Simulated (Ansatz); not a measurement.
Calculated with Ansatz (gas phase, PBE0-D4/def2-TZVP geometries, no zero-point term in ΔE). CCSD(T)/CBS is the MP2 limit (def2-TZVPP, def2-QZVPP) plus CCSD(T) − MP2 in def2-TZVPP, frozen cores. Functionals use def2-TZVPP. HSE06 is defined as in plane-wave codes. Elements past krypton have def2 core potentials. For Sn outer-core shells are correlated without core-valence functions, which leaves a few kJ/mol of doubt a bond. One conformer a species, not always the lowest.

Consider the ligand exchange at the Si–N bond: `CN([SiH3])[SiH2]Cl` + `C[S][Sn][OH]` → `C[S][Sn][O][SiH3]` + `CN[SiH2]Cl`.

```tsv
species	HSE06 energy (Eh)
`CN([SiH3])[SiH2]Cl`	-1136.47296
`C[S][Sn][OH]`	-728.07856
`C[S][Sn][O][SiH3]`	-1018.68748
`CN[SiH2]Cl`	-845.88588
```

(1) Work out ΔE.

Largest T1 diagnostic among the species: 0.016.

Answers

(1) ΔE = (-1018.68748) + (-845.88588) − (-1136.47296) − (-728.07856) = -0.02184 Eh = -13.7 kcal/mol. CCSD(T)/CBS gives -13.6 kcal/mol.

In def2-TZVPP, CCSD(T) changes the Hartree–Fock value by +4.7 kcal/mol (the triples alone add +0.6 kcal/mol) and MP2 by +4.9 kcal/mol. From BLYP to BHLYP (50 % exact exchange), in def2-TZVPP and without D4, ΔE moves by −1.1 kcal/mol.
